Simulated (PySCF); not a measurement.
A geometry optimisation, step by step.

3-bromofuran, C4H3BrO.
Bonds: Br1–C2, C2–C3 (aromatic), C3–C4 (aromatic), C4–O5 (aromatic), O5–C6 (aromatic), C2–C6 (aromatic). Hydrogens: H7 on C3; H8 on C4; H9 on C6.

Computed by this run: PySCF 2.14.0, PBE0-D3(BJ)/def2-SVP geometry optimisation, gas phase; density fitting, grid level 1; the optimiser is geomeTRIC in internal coordinates, started from a GFN2-xTB structure with every atom displaced at random (about 0.01 Å). The frame can shift and turn from step to step; on so coarse a grid that alone can change the energy by a few meV, and forces under 0.02 eV/Å are noise.

Step 0: E = -76261.0579 eV, largest atomic force 3.366 eV/Å
```
atom  x, y, z in Å  |  force x, y, z in eV/Å
Br1     2.706    0.700    0.218   -0.689  -0.150  -0.052
C2      0.897    0.155    0.066    0.905   0.311   0.063
C3     -0.267    0.985   -0.006    2.410   0.822   0.237
C4     -1.261    0.128   -0.099   -3.250  -0.817  -0.315
O5     -0.874   -1.155   -0.106    0.162   0.104   0.076
C6      0.461   -1.126    0.001    0.477  -0.272   0.042
H7     -0.259    2.055    0.027   -0.244   0.615  -0.014
H8     -2.334    0.300   -0.175    0.031  -0.088  -0.008
H9      0.988   -2.058    0.039    0.199  -0.525  -0.029
```

Step 1: E = -76261.1740 eV, largest atomic force 0.672 eV/Å
```
atom  x, y, z in Å  |  force x, y, z in eV/Å
Br1     1.633   -0.093   -0.333    0.273   0.028   0.034
C2     -0.103   -0.730   -0.448   -0.133  -0.003  -0.015
C3     -1.278    0.076   -0.515   -0.485  -0.207  -0.055
C4     -2.318   -0.812   -0.603    0.646   0.159   0.090
O5     -1.851   -2.076   -0.588   -0.027  -0.078  -0.015
C6     -0.506   -2.033   -0.494   -0.177   0.066  -0.002
H7     -1.338    1.161   -0.499    0.029   0.021  -0.009
H8     -3.393   -0.691   -0.672   -0.131  -0.003  -0.017
H9      0.023   -2.981   -0.467    0.004   0.017  -0.013
```

Step 2: E = -76261.1763 eV, largest atomic force 0.299 eV/Å
```
atom  x, y, z in Å  |  force x, y, z in eV/Å
Br1     1.658   -0.118   -0.320   -0.096  -0.016  -0.003
C2     -0.104   -0.719   -0.447   -0.046  -0.117  -0.048
C3     -1.286    0.081   -0.520   -0.059  -0.121   0.033
C4     -2.310   -0.817   -0.599   -0.218   0.189  -0.039
O5     -1.855   -2.083   -0.589    0.193   0.227   0.031
C6     -0.513   -2.022   -0.497    0.196  -0.184   0.032
H7     -1.353    1.166   -0.509   -0.008  -0.008   0.002
H8     -3.389   -0.701   -0.667   -0.001   0.029  -0.007
H9      0.021   -2.966   -0.473    0.039   0.003  -0.002
```

Step 3: E = -76261.1797 eV, largest atomic force 0.123 eV/Å
```
atom  x, y, z in Å  |  force x, y, z in eV/Å
Br1     1.655   -0.116   -0.321   -0.086  -0.006  -0.003
C2     -0.105   -0.724   -0.448    0.055  -0.004  -0.007
C3     -1.289    0.077   -0.518    0.069   0.100   0.015
C4     -2.316   -0.812   -0.600    0.000  -0.029  -0.006
O5     -1.850   -2.075   -0.587   -0.046  -0.114  -0.005
C6     -0.507   -2.027   -0.495   -0.043   0.064   0.006
H7     -1.351    1.162   -0.507    0.010  -0.001   0.001
H8     -3.395   -0.695   -0.671    0.045  -0.011   0.001
H9      0.028   -2.972   -0.472   -0.003   0.001  -0.002
```

Step 4: E = -76261.1798 eV, largest atomic force 0.113 eV/Å
```
atom  x, y, z in Å  |  force x, y, z in eV/Å
Br1     1.644   -0.109   -0.323    0.053  -0.001   0.008
C2     -0.107   -0.727   -0.449    0.059   0.036   0.016
C3     -1.285    0.080   -0.516   -0.023  -0.109  -0.018
C4     -2.312   -0.812   -0.601   -0.050   0.017   0.011
O5     -1.852   -2.078   -0.588   -0.020   0.009  -0.008
C6     -0.509   -2.031   -0.494   -0.013   0.054  -0.004
H7     -1.345    1.165   -0.504    0.006  -0.007  -0.003
H8     -3.390   -0.694   -0.674   -0.012  -0.003  -0.001
H9      0.026   -2.975   -0.471    0.000   0.005  -0.002
```

Step 5: E = -76261.1803 eV, largest atomic force 0.040 eV/Å
```
atom  x, y, z in Å  |  force x, y, z in eV/Å
Br1     1.648   -0.112   -0.322    0.021   0.004   0.005
C2     -0.105   -0.725   -0.448   -0.012  -0.004   0.008
C3     -1.286    0.078   -0.517   -0.036  -0.012  -0.014
C4     -2.314   -0.812   -0.602    0.021   0.023   0.013
O5     -1.852   -2.078   -0.588    0.016   0.008  -0.005
C6     -0.509   -2.027   -0.494   -0.005  -0.021  -0.003
H7     -1.346    1.163   -0.504    0.002   0.003  -0.002
H8     -3.392   -0.694   -0.674   -0.010   0.000  -0.001
H9      0.026   -2.972   -0.471    0.002  -0.001  -0.002
```

Step 6: E = -76261.1803 eV, largest atomic force under 0.02 eV/Å
```
atom  x, y, z in Å  |  force x, y, z in eV/Å
Br1     1.650   -0.113   -0.316   -0.013  -0.003   0.000
C2     -0.105   -0.725   -0.447    0.012   0.002  -0.013
C3     -1.286    0.078   -0.519    0.009   0.004   0.017
C4     -2.314   -0.812   -0.601   -0.006  -0.001  -0.015
O5     -1.852   -2.077   -0.589   -0.003  -0.011   0.006
C6     -0.509   -2.028   -0.495   -0.007   0.011   0.006
H7     -1.346    1.163   -0.508    0.002  -0.001   0.002
H8     -3.392   -0.694   -0.673    0.006  -0.002  -0.002
H9      0.026   -2.972   -0.473   -0.001   0.000   0.000
```

**Question.** Summarise the path.

**Answer.** The energy falls by 0.1224 eV from step 0 to step 6; nine tenths of that is first reached at step 1. It falls at every step. The largest force goes from 3.366 to under 0.02 eV/Å. Among the bonds C3–C4 changes most, from 1.316 to 1.362 Å; the atoms move by 0.028 Å rms after alignment.

**Question.** Follow the three bonds and two angles with the largest change from start to end.

**Answer.** 
```tsv
step	E above end (eV)	largest force (eV/Å)	C3–C4 (Å)	Br1–C2 (Å)	C3–H7 (Å)	C4–C3–H7 (°)	C3–C4–O5 (°)
0	0.1224	3.366	1.316	1.896	1.070	131.2	114.0
1	0.0063	0.672	1.371	1.852	1.086	127.3	110.1
2	0.0041	0.299	1.364	1.866	1.087	127.7	111.4
3	0.0006	0.123	1.361	1.866	1.087	127.5	110.6
4	0.0005	0.113	1.362	1.861	1.087	127.8	110.9
5	0.0000	0.040	1.363	1.862	1.087	127.7	110.8
6	0.0000	under 0.02	1.362	1.863	1.087	127.7	110.8
```

What follows is the cost of the whole optimisation. On one thread, Arm Neoverse N1 (aarch64), shared host, this took 56 s of wall time and 0.50 GiB of memory at its peak.
